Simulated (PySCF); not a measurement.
A structure optimised at PBE0-D3(BJ)/def2-TZVP, used in a PySCF frequency run:

```xyz
5

Zr     0.0000     0.0000    -0.2909
F      0.0000     0.0000     1.5830
H     -1.5194    -0.8772    -0.8698
H      1.5194    -0.8772    -0.8698
H      0.0000     1.7544    -0.8698
```
Charge 0, spin multiplicity 1.

Question: Write its SMILES, formula and point group.

Answer: [F][ZrH3], FH₃Zr, C3v

Question: What are its rotational constants (standard atomic weights)?

Answer: 54.297, 8.1167, 8.1167 GHz
